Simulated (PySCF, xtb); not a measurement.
Mo(O)2(Br)(NH2) (BrH2MoNO2), SMILES [NH2][Mo](=[O])(=[O])[Br], multiplicity 1. The values are those of a single conformer.

Harmonic wavenumbers (cm⁻¹) from GFN2-xTB (xtb) at its own minimum, in rising order: 131, 147, 203, 203, 235, 299, 372, 534, 592, 657, 912, 1000, 1448, 3292, 3302.

Problem. What does B3LYP-D3(BJ)/def2-SVP (PySCF) give at its own minimum? (The exact figures need the calculation; the answer reports its results.)

Solution. 146, 160, 214, 229, 296, 353, 385, 528, 651, 727, 1023, 1042, 1499, 3527, 3629. Paired by order, the mean absolute difference is 73 cm⁻¹ and the zero-point energies are 19.1 and 20.6 kcal/mol.
